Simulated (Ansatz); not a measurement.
Ansatz (a program for electronic structure) input (CCSD(T)/def2-QZVPPD):
A basis named .json is the Basis Set Exchange file of that set.

Ansatz 0.2 input:
```yaml
crystal:
  periodic: [false, false, false]
  atoms:
    - {symbol: Sc, position_ang: [-0.00000000, -0.00000000, -0.45833916]}
    - {symbol: O, position_ang: [0.00000000, 0.00000000, 1.20314028]}
basis:
  gaussian:
    orbitals: def2-QZVPPD.json
total_charge: 1
magnetization: {spin_polarized: false}
correlation: {method: ccsd_t, electrons: outside_noble_gas}
```

Output:

```
Functional definition: HF
integrals: 0.42 GiB planned
1012 factors; integrals over basis functions are off by at most 1.0e-3 eV
mean field: 0.44 GiB planned
mean field evaluation 1: about -22682.1784 eV, gradient 1.1e2 eV
mean field evaluation 2: about -22682.1797 eV, gradient 1.1e2 eV
mean field evaluation 4: about -22703.2569 eV, gradient 3.3e1 eV
mean field evaluation 8: about -22706.2312 eV, gradient 7.0e-1 eV
mean field evaluation 16: about -22706.2392 eV, gradient 2.4e-6 eV
mean field evaluation 32: about -22694.1037 eV, gradient 1.5e0 eV
mean field evaluation 64: about -22695.4211 eV, gradient 2.6e0 eV
mean field evaluation 96: about -22694.9163 eV, gradient 1.9e-4 eV
mean field evaluation 128: about -22694.0323 eV, gradient 5.9e-5 eV
mean field evaluation 160: about -22693.7375 eV, gradient 2.4e0 eV
mean field evaluation 192: about -22692.4243 eV, gradient 2.9e0 eV
mean field evaluation 224: about -22689.5997 eV, gradient 5.5e0 eV
mean field -22706.23922235 eV, -834.4389005795 hartree, gradient 2.4e-6 eV, S^2 0.000000; 0 other end points of the search recorded, 0 dependent functions left out
10 core orbitals not correlated
reference -22706.23922235 eV, -834.4389005795 hartree; 4, 4 occupied and 145, 145 virtual orbitals, 1012 factors
second order -9.82650447 eV of doubles, -0.00000000 eV of singles
coupled cluster: 0.75 GiB planned
cycle   1  -8.02491683 eV  change     1.8e0 eV  update   2.2e-1
cycle   2  -8.80552977 eV  change   -7.8e-1 eV  update   1.6e-1
cycle   3  -8.90671357 eV  change   -1.0e-1 eV  update   3.2e-2
cycle   4  -8.88591784 eV  change    2.1e-2 eV  update   1.5e-2
cycle   5  -8.88678823 eV  change   -8.7e-4 eV  update   3.7e-3
cycle   6  -8.89059190 eV  change   -3.8e-3 eV  update   2.0e-3
cycle   7  -8.88869855 eV  change    1.9e-3 eV  update   7.9e-4
cycle   8  -8.88796678 eV  change    7.3e-4 eV  update   4.7e-4
cycle   9  -8.88839231 eV  change   -4.3e-4 eV  update   2.2e-4
cycle  10  -8.88843673 eV  change   -4.4e-5 eV  update   9.2e-5
cycle  11  -8.88839074 eV  change    4.6e-5 eV  update   5.1e-5
cycle  12  -8.88838721 eV  change    3.5e-6 eV  update   2.6e-5
cycle  13  -8.88842635 eV  change   -3.9e-5 eV  update   8.5e-6
cycle  14  -8.88841639 eV  change    1.0e-5 eV  update   3.7e-6
perturbative correction -0.75316171 eV, -0.0276781825 hartree
Total energy: -22715.88080045 eV, -834.7932220397 hartree
```

This state (charge 1, singlet) is run at the relaxed geometry of the species with charge 0 and multiplicity 2.
